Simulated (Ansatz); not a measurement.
**A rate constant, worked out**

An elementary step of BH3OF2, singlet (BHF₂ ([F][BH][F]) + H₂O → BHOF₂ ([OH][B]([F])[F]) + H₂; B–H, H–O broken or loosened, B–O, H–H formed or tightened). The start structure is the complex of the reactants, bound by 0.28 eV, and the electronic barrier above it is 1.314 eV by CCSD(T) at an estimated basis limit (MP2 extrapolated from triple and quadruple zeta, plus CCSD(T) − MP2 in triple zeta). Ansatz 0.2.0; basis: def2-TZVPP and def2-QZVPP; cores frozen in the correlated methods. Extrapolation: Hartree–Fock as exp(−7.88 √X), correlation as X^−2.97. Harmonic wavenumbers at PBE0-D4/def2-TZVP (Ansatz 0.2.0), in cm⁻¹:

Start: 98, 241, 272, 448, 503, 665, 703, 1019, 1065, 1095, 1305, 1623, 2625, 3779, 3880.

Saddle: 1426i, 347, 418, 454, 592, 851, 922, 994, 1073, 1257, 1348, 1427, 1965, 2128, 3831.

(1) Work out the transition-state-theory rate constant at 500 K from these numbers alone (harmonic vibrations; rotation, path degeneracy and anharmonicity left out), and the Wigner tunnelling factor. Use 1 cm⁻¹ = 1.2398 × 10⁻⁴ eV and k_B = 8.617 × 10⁻⁵ eV/K.

T1 diagnostic: at most 0.013.

Results:

(1) Zero-point energies, half the sums: start 19321/2 cm⁻¹ = 1.1977 eV; saddle, real modes only, 17607/2 cm⁻¹ = 1.0915 eV.
Barrier with zero-point energy: 1.314 + 1.0915 − 1.1977 = 1.2078 eV.
k_BT = 0.04309 eV, so the barrier is 28.03 k_BT.
Vibrational partition functions from the zero-point level, ln q = −Σ ln(1 − exp(−hν/k_BT)): start 3.779, saddle 1.673.
k = (k_BT/h) exp(ln q‡ − ln q) exp(−E0/k_BT), with log₁₀(k_BT/h in s⁻¹) = 13.02: log₁₀ k = 13.02 + (-2.106 − 28.03)/2.3026 = -0.07, so k ≈ 9 × 10^(-1) s⁻¹.
Wigner factor: 1 + (hν‡/k_BT)²/24 = 1 + (4.10)²/24 = 1.70, too large for this simple formula to be trusted. A change of 1 kcal/mol (0.043 eV) in the barrier would change k by a factor of 2.7 at this temperature.

The step is the kind of ligand exchange by which a precursor binds to a hydroxyl group, or is hydrolysed, in atomic layer deposition of oxides.

Labels in which every atom is bracketed show which atoms are joined, not bond orders.

For scale, one of the runs: CCSD(T)/def2-TZVPP, 166 basis functions, launched by `ansatz run in.yaml --threads 2 --pin off --events-out ev --progress --plain --max-ram 4352MiB`. Time: 19 s of wall clock on 2 CPU threads of an Intel Xeon 6975P-C; the host was shared. Peak host memory: 1.6 GiB.
